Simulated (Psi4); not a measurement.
Internal rotation in SMILES Oc1ccc(O[SiH3])s1. Scanned: dihedral H9–O1–C2–S8; all other coordinates were relaxed at GFN2-xTB. Points at φ and −φ are mirror images.

Geometry of the scan point at 150° (Å):
```
14

O     -3.1789     1.0666    -0.2066
C     -2.0644     0.2954    -0.2535
C     -0.9045     0.4923    -0.9269
C      0.0415    -0.5416    -0.7101
C     -0.4065    -1.5036     0.1354
O      0.2458    -2.5938     0.5158
Si    -0.1898    -3.8380     1.4808
S     -2.0222    -1.1534     0.7103
H     -2.9496     1.9908    -0.3581
H     -0.7227     1.3365    -1.5679
H      1.0117    -0.5714    -1.1696
H      1.0528    -4.5854     1.3957
H     -0.5112    -3.3462     2.8204
H     -1.3520    -4.5275     0.9214
```

Method: Psi4 with PBE-D3(BJ)/def2-SVP // GFN2-xTB.

Scanned values (°): -150, -120, -90, -60, -30, 0, 30, 60, 90, 120, 150, 180.

**Question.** At which scan points does the profile have its minima and maxima, and how high do they lie?

**Answer.** Lower than their neighbours: -60° (0.4 kcal/mol), 60° (0.4 kcal/mol), 180° (0.0 kcal/mol). Higher than their neighbours: -120° (0.8 kcal/mol), 0° (0.7 kcal/mol), 120° (0.8 kcal/mol). The whole profile spans 0.8 kcal/mol.
